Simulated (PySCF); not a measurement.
**Simulated characterisation data**

- shieldings: GIAO PBE0/pcSseg-1
- geometry from GFN2-xTB
- code: PySCF 2.14.0 with density-fitted response routines
- one averaged value for each set of equivalent atoms, in vacuum, relativity neglected, one conformer

Shifts are taken against calculated references (same method and geometry level): $^{1}$H (σref 31.72), $^{13}$C (σref 186.93) against TMS. Splittings of carbon signals by F and P are missing where no couplings were computed. Where no couplings were computed, multiplicities follow the n + 1 count of equivalent neighbours, and m marks all less simple cases (inequivalent or close neighbours, rings, F or P nearby). Shifts are as computed. Against solution values, carbons near 30 ppm lie about +3 ppm off and those near 130 ppm about +5 ppm. Of 1211 compounds with measured shifts, 218 miss one by over three times the rms of a fit or turn the order of signals round; such compounds aren't used in these exercises.

Compound 1 (C4H10OSi). $^{1}$H NMR (400 MHz, computed): δ 6.65 (m, 1H), 5.36 (m, 1H), 5.34 (m, 1H), 4.90 (s, 3H), 3.81 (t, 2H), 2.31 (m, 2H). $^{13}$C{$^{1}$H} NMR (computed): δ 146.6, 120.9, 69.6, 43.4. Structure: `InChI=1S/C4H10OSi/c1-2-3-4-5-6/h2H,1,3-4H2,6H3`.

Compound 2 (C6H12F2OSi). $^{1}$H NMR (400 MHz, computed): δ 5.70 (m, 1H), 4.16 (d, 3H), 3.31 (m, 1H), 2.00 (m, 1H), 1.56 (d, 3H), 1.12 (d, 3H). $^{13}$C{$^{1}$H} NMR (computed): δ 212.0, 119.1, 42.6, 36.7, 25.5, 21.2. Structure: SMILES CC(C)[C@@H]([SiH3])C(=O)C(F)F.
